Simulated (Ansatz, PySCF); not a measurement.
Energy difference R1 + 2 R2 → P1 + 2 P2, each structure at its B3LYP-D3(BJ)/def2-TZVP stationary point, reached from a drawn start (curvature not checked).
R1, Cl2MoO2 (SMILES [O]=[Mo](=[O])([Cl])[Cl]) (charge 0, multiplicity 1):
```xyz
5

Mo     0.111     0.000     0.000
O      1.108     0.953     0.953
O      1.108    -0.953    -0.953
Cl    -1.163     1.319    -1.319
Cl    -1.163    -1.319     1.319
```
P1, Cl2Mo (SMILES [Cl][Mo][Cl]) (charge 0, multiplicity 5, Z-matrix in Å and degrees):
```
Mo
Cl 1 2.2773
Cl 1 2.2773 2 131.34
```
R2: H2 (SMILES [H][H]), charge 0, multiplicity 1.
P2: H2O (SMILES O), charge 0, multiplicity 1.

| level | reaction energy (kJ/mol) | cost |
|---|---|---|
| PBE/def2-TZVPP | 339.9 | ×1 |
| PBE-D4/def2-TZVPP | 349.8 | ×1 |
| revPBE/def2-TZVPP | 329.9 | ×0.9 |
| r2SCAN-D4/def2-TZVPP | 294.5 | ×0.8 |
| PBE0/def2-TZVPP | 195.9 | ×0.5 |
| BHLYP-D4/def2-TZVPP | 90.6 | ×0.7 |
| CAM-B3LYP-D3(BJ)/def2-TZVPP | 208.6 | ×0.6 |
| CAM-B3LYP-D4/def2-TZVPP | 210.5 | ×0.6 |
| wB97M-V/def2-TZVPP | 188.8 | ×2 |
| MP2/def2-SVP | 412.1 | - |
| SCS-MP2/def2-QZVPP | 386.1 | - |
| CCSD/def2-TZVPP | 123.2 | - |
| CCSD(T)/def2-SVP | 239.3 | ×0.5 |
| CCSD(T)/def2-QZVPP | 223.5 | ×20* |

P less R. No zero-point or thermal terms; singlets are restricted closed shells; open shells are unrestricted; no spin–orbit coupling. The spin states of the d-block species are the ones drawn and need not be the lowest.

Correlated levels freeze the cores.

Programs: Ansatz (Gaussian basis) for Hartree–Fock, density functionals and correlated methods; PySCF for the D3/D4 terms. Each number belongs to the level named beside it. Elements past Kr take the def2 small-core potentials, without spin–orbit coupling.

Costs are rough ratios of core time to PBE/def2-TZVPP (about 30 s over the structures, on one shared machine); a dash marks a level with no comparable run of its own. A star marks coupled-cluster runs past 200 virtual orbitals, where the program's memory plan changes under this machine's limit, so their costs aren't comparable with smaller runs.

Ansatz is a program for electronic structure.
